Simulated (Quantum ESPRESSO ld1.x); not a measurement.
The numbers below are computed, except where a source is named.
Problem. The mean radii <r> (bohr) of the occupied orbitals of an atom or ion are listed with their occupations. Level of theory: scalar-relativistic Kohn-Sham, LDA (Slater exchange, VWN5 correlation), spin-polarised, spherical densities, point nucleus (ld1.x of Quantum ESPRESSO 7.5).

orbital  occ.      <r>
1s up       1  0.08123
1s down     1  0.08122
2s up       1   0.3867
2s down     1   0.3865
2p up       3   0.3481
2p down     3   0.3478
3s up       1    1.110
3s down     1    1.112
3p up       1    1.150

Name the element and its charge. Open shells, if any, are filled with parallel spins first.

Solution. Z = 19, potassium, charge +6: K6+ in [Ne] 3s2 3p1. The 1s radius gives Z: for a bare nucleus <r> = (2 gamma + 1)/(2Z) with gamma = sqrt(1 - (Z/c)^2), 0.07844 bohr for Z = 19, and screening makes it slightly larger (0.08123 here). The occupations add up to 13, and the charge is Z minus that.
